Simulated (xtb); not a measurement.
xtb input (GFN2-xTB):

```bash
xtb mol.xyz --gfn 2 --ohess tight --chrg -1 --uhf 0
```
mol.xyz:
```
12

Si    -0.03278562     0.43409476     0.41886840
C      1.44962931    -0.60511144     0.30135839
C     -1.50395125    -0.40860521    -0.34737986
O     -0.45065018     0.69266466     2.15055418
O      0.19808194     1.96799880    -0.27727232
H      1.27779349    -1.56250866     0.75342353
H      2.28756623    -0.07649156     0.75937490
H      1.69047043    -0.75220413    -0.84628190
H     -1.28734022    -0.50499742    -1.45512431
H     -2.43274636     0.21699758    -0.28906165
H     -1.66663042    -1.36569739     0.05713566
H      0.37115338     1.80894244    -1.24782469
```

Output:

```
           -------------------------------------------------
          |                Calculation Setup                |
           -------------------------------------------------

           -------------------------------------------------
          |                 G F N 2 - x T B                 |
           -------------------------------------------------

        Reference                      10.1021/acs.jctc.8b01176
      * Hamiltonian:
        H0-scaling (s, p, d)           1.850000    2.230000    2.230000
        zeta-weighting                 0.500000
      * Dispersion:
        s8                             2.700000
        a1                             0.520000
        a2                             5.000000
        s9                             5.000000
      * Repulsion:
        kExp                           1.500000    1.000000
        rExp                           1.000000
      * Coulomb:
        alpha                          2.000000
        third order                    shell-resolved
        anisotropic                    true
        a3                             3.000000
        a5                             4.000000
        cn-shift                       1.200000
        cn-exp                         4.000000
        max-rad                        5.000000

          ...................................................
          :                      SETUP                      :
          :.................................................:
          :  # basis functions                  33          :
          :  # atomic orbitals                  32          :
          :  # shells                           18          :
          :  # electrons                        32          :
          :  max. iterations                   250          :
          :  Hamiltonian                  GFN2-xTB          :
          :  restarted?                      false          :
          :  GBSA solvation                  false          :
          :  PC potential                    false          :
          :  electronic temp.          300.0000000     K    :
          :  accuracy                    1.0000000          :
          :  -> integral cutoff          0.2500000E+02      :
          :  -> integral neglect         0.1000000E-07      :
          :  -> SCF convergence          0.1000000E-05 Eh   :
          :  -> wf. convergence          0.1000000E-03 e    :
          :  Broyden damping             0.4000000          :
          :  net charge                         -1          :
          :  unpaired electrons                  0          :
          ...................................................

 iter      E             dE          RMSdq      gap      omega  full diag
   1    -17.9320623 -0.179321E+02  0.544E+00    8.08       0.0  T
   2    -18.0585504 -0.126488E+00  0.679E+00    5.83       1.0  T
   3    -18.0804200 -0.218696E-01  0.576E+00    6.16       1.0  T
   4    -17.9283204  0.152100E+00  0.502E+00    4.76       1.0  T
   5    -18.0876786 -0.159358E+00  0.723E-01    6.42       1.0  T
   6    -18.0876861 -0.753144E-05  0.379E-01    6.43       1.0  T
[...]
 * 4 distinct bonds (by element types)

   Z      Z             #   av. dist./Å        max./Å        min./Å
   1 H    6 C           6     1.0893476     1.0912612     1.0879688
   1 H    8 O           1     0.9533685     0.9533685     0.9533685
   6 C   14 Si          2     1.9343905     1.9344286     1.9343524
   8 O   14 Si          2     1.6152492     1.6957171     1.5347812

           -------------------------------------------------
          |               Frequency Printout                |
           -------------------------------------------------
 projected vibrational frequencies (cm⁻¹)
eigval :       -0.00    -0.00    -0.00     0.00     0.00     0.00
eigval :       82.90   100.37   176.99   190.33   238.21   255.60
eigval :      303.70   315.46   618.29   662.15   692.45   767.08
eigval :      786.66   791.51   816.59   891.34  1271.29  1373.71
eigval :     1376.41  1534.34  1538.36  1545.14  1550.66  2956.31
eigval :     2964.47  2995.26  2999.71  3011.34  3014.38  3688.56
 reduced masses (amu)
   1: 15.70   2: 16.25   3: 13.99   4: 10.94   5: 14.00   6: 16.48   7:  1.20   8:  1.39
   9:  6.44  10:  9.72  11:  7.72  12: 13.65  13: 16.50  14: 15.97  15: 12.32  16: 14.43
  17: 17.45  18:  3.03  19:  3.86  20:  6.45  21:  7.14  22:  3.10  23: 20.44  24:  3.16
  25:  3.40  26:  1.66  27:  1.64  28:  1.64  29:  1.63  30:  1.83  31:  1.80  32:  1.91
  33:  1.85  34:  1.43  35:  1.49  36:  1.88
 IR intensities (km·mol⁻¹)
   1: 12.77   2:  7.97   3:  3.52   4:  5.40   5:  7.26   6: 10.61   7:  0.20   8:  0.14
   9: 39.48  10:  0.02  11: 35.58  12: 12.00  13: 21.36  14: 85.38  15: 14.42  16:105.65
  17:162.03  18:  3.18  19: 52.70  20:160.12  21:238.20  22:145.43  23:348.69  24:  0.31
  25:  6.89  26:  3.53  27:  8.13  28:  0.55  29:  8.05  30:  5.69  31:275.78  32:119.58
  33:133.47  34: 56.41  35:115.40  36:  6.97
 Raman intensities (Ä⁴*amu⁻¹)
   1:  0.00   2:  0.00   3:  0.00   4:  0.00   5:  0.00   6:  0.00   7:  0.00   8:  0.00
   9:  0.00  10:  0.00  11:  0.00  12:  0.00  13:  0.00  14:  0.00  15:  0.00  16:  0.00
Molecule has the following symmetry elements: (sigma)
It seems to be the Cs point group
  17:  0.00  18:  0.00  19:  0.00  20:  0.00  21:  0.00  22:  0.00  23:  0.00  24:  0.00
  25:  0.00  26:  0.00  27:  0.00  28:  0.00  29:  0.00  30:  0.00  31:  0.00  32:  0.00
  33:  0.00  34:  0.00  35:  0.00  36:  0.00
 output can be read by thermo (or use thermo option).
 writing <g98.out> molden fake output.
 recommended (thermochemical) frequency scaling factor: 1.0
           -------------------------------------------------
          |             Thermodynamic Functions             |
           -------------------------------------------------

cs  symmetry found (for desy threshold:  0.10E+00) used in thermo

          ...................................................
          :                      SETUP                      :
          :.................................................:
          :  # frequencies                          30      :
          :  # imaginary freq.                       0      :
          :  linear?                             false      :
          :  only rotor calc.                    false      :
          :  symmetry                               cs      :
          :  rotational number                       1      :
          :  scaling factor                  1.0000000      :
          :  rotor cutoff                   50.0000000 cm⁻¹ :
          :  imag. cutoff                  -20.0000000 cm⁻¹ :
          :.................................................:

    mode    ω/cm⁻¹     T·S(HO)/kcal·mol⁻¹    T·S(FR)/kcal·mol⁻¹   T·S(vib)
   ------------------------------------------------------------------------
       1     82.90    -1.13926 ( 88.31%)    -0.90636 ( 11.69%)    -1.11204
       2    100.37    -1.02773 ( 94.20%)    -0.84976 (  5.80%)    -1.01741
       3    176.99    -0.70362 ( 99.37%)    -0.68189 (  0.63%)    -0.70348
       4    190.33    -0.66327 ( 99.53%)    -0.66037 (  0.47%)    -0.66326
       5    238.21    -0.54150 ( 99.81%)    -0.59393 (  0.19%)    -0.54160
       6    255.60    -0.50437 ( 99.85%)    -0.57307 (  0.15%)    -0.50447
   ------------------------------------------------------------------------

   temp. (K)  partition function   enthalpy   heat capacity  entropy
                                   cal/mol     cal/K/mol   cal/K/mol   J/K/mol
 298.15  VIB   100.                 3323.185     20.872     20.172
         ROT  0.131E+06              888.752      2.981     26.402
         INT  0.131E+08             4211.937     23.853     46.574
         TR   0.842E+27             1481.254      4.968     39.424
         TOT                        5693.1912    28.8212    85.9987   359.8186

       T/K    H(0)-H(T)+PV         H(T)/Eh          T*S/Eh         G(T)/Eh
   ------------------------------------------------------------------------
    298.15    0.907268E-02    0.990821E-01    0.408608E-01    0.582213E-01
   ------------------------------------------------------------------------

         :::::::::::::::::::::::::::::::::::::::::::::::::::::
         ::                  THERMODYNAMIC                  ::
         :::::::::::::::::::::::::::::::::::::::::::::::::::::
         :: total free energy         -17.943950180057 Eh   ::
         ::.................................................::
         :: total energy              -18.002171518780 Eh   ::
         :: zero point energy           0.090009421563 Eh   ::
         :: G(RRHO) w/o ZPVE           -0.031788082840 Eh   ::
         :: G(RRHO) contrib.            0.058221338723 Eh   ::
         :::::::::::::::::::::::::::::::::::::::::::::::::::::

optimized geometry written to: xtbopt.xyz

           -------------------------------------------------
          | TOTAL ENERGY              -18.002171518780 Eh   |
          | TOTAL ENTHALPY            -17.903089419504 Eh   |
          | TOTAL FREE ENERGY         -17.943950180057 Eh   |
          | GRADIENT NORM               0.000115895156 Eh/α |
          | HOMO-LUMO GAP               8.148675011885 eV   |
           -------------------------------------------------

------------------------------------------------------------------------
Note: The following floating-point exceptions are signalling: IEEE_UNDERFLOW_FLAG IEEE_DENORMAL
normal termination of xtb
------------------------------------------------------------------------
 total:
 SCF:
 ANC optimizer:
 analytical hessian:
```

It need not be the lowest isomer of its formula. Whether it binds its extra electron was not tested at this geometry.
